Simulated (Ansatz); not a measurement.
`C#C[SiH2]C#N` + H₂ → `N#C[SiH3]` + acetylene at 500 K and 1 bar (hydrogenolysis of the Si–C bond).

Computed with Ansatz on PBE0-D4/def2-TZVP structures; ΔE is electronic, products minus reactants. CCSD(T)/CBS is the MP2 limit (def2-TZVPP, def2-QZVPP) plus CCSD(T) − MP2 in def2-TZVPP, frozen cores. This one scheme is used for every species.

| species | CCSD(T)/CBS energy (Eh) | H − E (kJ/mol) | S (J/(mol·K)) |
| --- | --- | --- | --- |
| `C#C[SiH2]C#N` | -459.67292 | 158.5 | 381.6 |
| H₂ | -1.17544 | 41.0 | 145.5 |
| `N#C[SiH3]` | -383.61554 | 115.3 | 303.3 |
| `C#C` | -77.22717 | 90.7 | 225.3 |

H − E and S are ideal-gas, rigid-rotor, harmonic terms from PBE0-D4/def2-TZVP. The MP2-based limit puts H₂ 0.8 mEh under its directly extrapolated value; such offsets cancel only in part. 1 Eh = 2625.50 kJ/mol, R = 8.31446 J/(mol·K).

Problem. By hand: ΔE, ΔH, ΔS and ΔG.

Solution. ΔE = (-383.61554) + (-77.22717) − (-459.67292) − (-1.17544) = 0.00565 Eh = 14.8 kJ/mol. Δ(H − E) = 115.3 + 90.7 − 158.5 − 41.0 = 6.5, so ΔH = 21.3 kJ/mol. ΔS = 303.3 + 225.3 − 381.6 − 145.5 = 1.5 J/(mol·K). ΔG = 21.3 − 500 × (1.5)/1000 = 20.6 kJ/mol.

Problem. By hand: the equilibrium constant, and the temperature at which ΔG would vanish if ΔH and ΔS stayed fixed.

Solution. log₁₀ K = −ΔG/(RT ln 10) = -2.2. ΔG = 0 at ΔH/ΔS = 14200 K, far beyond where these terms or the molecules hold.

The number of gas molecules stays the same, so ΔS is small and ΔH decides. A doubt of 5 kJ/mol in ΔE shifts log₁₀ K by 0.5 here. These are equilibria of isolated gas molecules and say nothing of rates. Largest T1 diagnostic: 0.014 (customary marks: 0.02 for closed shells, 0.045 for open ones).
